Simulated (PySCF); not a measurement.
Predicted microwave data (PBE0/pcSseg-1 in PySCF (dipole) on a GFN2-xTB geometry, gas phase) for one isomer of C6H10O2Si:

- Rotational constants: A = 2257, B = 1041, C = 826.7 MHz
- Dipole components: |μa| = 1.86 D, |μb| = 0.75 D, |μc| = 1.85 D
- Inertial defect: -98.27 u·Å²
- κ: -0.70

Question: Which candidate fits, each taken in the one conformer that was computed?
A. `[CH3:1][C:2]#[C:3][Si:4]([OH:5])([OH:6])[CH:7]1[CH2:8][CH2:9]1` with C3–Si4–O5–H -60°, C3–Si4–O6–H -87°, C3–Si4–C7–C8 131°
B. `[CH2:1]=[CH:2][C@@H:3]1[CH2:4][O:5][CH2:6][C:7](=[O:8])[SiH2:9]1` with C1–C2–C3–C4 -139°, C2–C3–C4–O5 -65°, C3–C4–O5–C6 -83°, C4–O5–C6–C7 65°, O5–C6–C7–O8 154°
C. `[CH:1]#[C:2][C@@:3]([CH3:4])([SiH2:5][CH3:6])[C:7](=[O:8])[OH:9]` with C2–C3–Si5–C6 -179°, C2–C3–C7–O8 150°, C3–C7–O9–H -178°

Answer: B. It is C=C[C@@H]1COCC(=O)[SiH2]1, an asymmetric top, point group C1. The candidates at the same level (rigid rotor, commonest isotopes):

| SMILES | A (MHz) | B (MHz) | C (MHz) | μa (D) | μb (D) | μc (D) | Δ (u·Å²) | point group | rotor |
| --- | --- | --- | --- | --- | --- | --- | --- | --- | --- |
| C#C[C@@](C)([SiH2]C)C(=O)O | 1616 | 1240 | 1002 | 0.36 | 0.72 | 0.73 | -216.06 | C1 | asymmetric top |
| CC#C[Si](O)(O)C1CC1 | 1847 | 852.6 | 693.9 | 1.49 | 1.18 | 1.26 | -138.11 | C1 | asymmetric top |
| C=C[C@@H]1COCC(=O)[SiH2]1 | 2257 | 1041 | 826.7 | 1.86 | 0.75 | 1.85 | -98.27 | C1 | asymmetric top |

`CC#C[Si](O)(O)C1CC1` has A 18 % too low; `C#C[C@@](C)([SiH2]C)C(=O)O` has A 28 % too low. No structure here is proved a minimum.
